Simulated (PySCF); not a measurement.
Isomers of C4H8O4Si, one GFN2-xTB conformer each. Single-point energies are computed at PBE0/pcSseg-1 (PySCF, gas phase, no added dispersion term), electronic only.

Question: Rank them by PBE0/pcSseg-1 energy, lowest first (kcal/mol).
A. `[CH3:1][CH2:2][O:3][C:4](=[O:5])[C:6](=[O:7])[O:8][SiH3:9]` with C1–C2–O3–C4 -83°, C2–O3–C4–O5 -1°, O3–C4–C6–O7 7°, C4–C6–O8–Si9 -178°
B. `[CH3:1][C:2](=[O:3])[O:4][C:5](=[O:6])[CH2:7][SiH2:8][OH:9]` with C1–C2–O4–C5 162°, C2–O4–C5–O6 -27°, O4–C5–C7–Si8 -106°, C5–C7–Si8–O9 -49°, C7–Si8–O9–H 27°

Answer: B (0.0), A (17.3).

As drawn, the lower has an O–H bond and an Si–C bond, which the higher lacks. GFN2-xTB itself gives, in the same order: 0.0, 4.6. Both levels put the same isomer lowest.

Question: Which frontier levels, dipoles and rotational constants go with these structures?

Answer: 
```csv
SMILES,"HOMO (eV, PBE0/pcSseg-1)",LUMO (eV),dipole (D),"A, B, C (MHz)"
CC(=O)OC(=O)C[SiH2]O,-8.06,-1.07,4.26,"2787, 766.1, 731.3"
CCOC(=O)C(=O)O[SiH3],-7.93,-1.71,0.54,"4120, 622.2, 574.6"
```
